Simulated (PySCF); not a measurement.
Bond curve of CaTl

Set-up: basis Ca def2-SVPD, Tl def2-SVPD with ECP60; scalar-relativistic core potentials; PySCF 2.14. Energies in eV from Ca + Tl in their ground configurations at the same level. State: ²Π (doublet), unpaired electrons π ↑.

All columns are PBE0. A positive dipole means Ca(−)Tl(+).

```json
{"R (Å)": "2.841", "E (eV)": "-0.298", "μ (D)": "-1.53", "Mulliken charge on Ca (basis-dependent)": "-0.03", "HOMO (eV)": "-3.90", "LUMO (eV)": "-2.39", "Mayer bond order": "1.34", "⟨S²⟩": "0.90"}
{"R (Å)": "2.973", "E (eV)": "-0.462", "μ (D)": "-1.64", "Mulliken charge on Ca (basis-dependent)": "-0.04", "HOMO (eV)": "-3.77", "LUMO (eV)": "-2.29", "Mayer bond order": "1.25", "⟨S²⟩": "0.90"}
{"R (Å)": "3.105", "E (eV)": "-0.550", "μ (D)": "-1.69", "Mulliken charge on Ca (basis-dependent)": "-0.04", "HOMO (eV)": "-3.66", "LUMO (eV)": "-2.20", "Mayer bond order": "1.17", "⟨S²⟩": "0.89"}
{"R (Å)": "3.204", "E (eV)": "-0.579", "μ (D)": "-1.71", "Mulliken charge on Ca (basis-dependent)": "-0.03", "HOMO (eV)": "-3.59", "LUMO (eV)": "-2.14", "Mayer bond order": "1.11", "⟨S²⟩": "0.88"}
{"R (Å)": "3.303", "E (eV)": "-0.586", "μ (D)": "-1.71", "Mulliken charge on Ca (basis-dependent)": "-0.03", "HOMO (eV)": "-3.53", "LUMO (eV)": "-2.09", "Mayer bond order": "1.05", "⟨S²⟩": "0.87"}
{"R (Å)": "3.402", "E (eV)": "-0.576", "μ (D)": "-1.70", "Mulliken charge on Ca (basis-dependent)": "-0.02", "HOMO (eV)": "-3.48", "LUMO (eV)": "-2.05", "Mayer bond order": "0.99", "⟨S²⟩": "0.87"}
{"R (Å)": "3.534", "E (eV)": "-0.546", "μ (D)": "-1.67", "Mulliken charge on Ca (basis-dependent)": "0.00", "HOMO (eV)": "-3.42", "LUMO (eV)": "-2.00", "Mayer bond order": "0.91", "⟨S²⟩": "0.85"}
{"R (Å)": "3.699", "E (eV)": "-0.491", "μ (D)": "-1.63", "Mulliken charge on Ca (basis-dependent)": "0.01", "HOMO (eV)": "-3.37", "LUMO (eV)": "-2.02", "Mayer bond order": "0.81", "⟨S²⟩": "0.84"}
{"R (Å)": "3.897", "E (eV)": "-0.415", "μ (D)": "-1.56", "Mulliken charge on Ca (basis-dependent)": "0.03", "HOMO (eV)": "-3.32", "LUMO (eV)": "-2.05", "Mayer bond order": "0.69", "⟨S²⟩": "0.81"}
{"R (Å)": "4.162", "E (eV)": "-0.316", "μ (D)": "-1.46", "Mulliken charge on Ca (basis-dependent)": "0.05", "HOMO (eV)": "-3.29", "LUMO (eV)": "-2.06", "Mayer bond order": "0.54", "⟨S²⟩": "0.79"}
```

A fit through these points gives, at Re = 3.289 Å, μ = -1.71 D and dμ/dR = 0.0312 D/Å; the reduced mass is 33.44 u.

How strong is the fundamental in the double-harmonic approximation, I = 42.26·(dμ/dR)²/μred km/mol?

I = 42.26·(0.0312)²/33.44 = 0.00123 km/mol at PBE0.

Spin–orbit coupling is left out, which matters for elements this heavy, above all for dissociation energies. The state was picked by a PBE0 search and need not be the measured ground state.
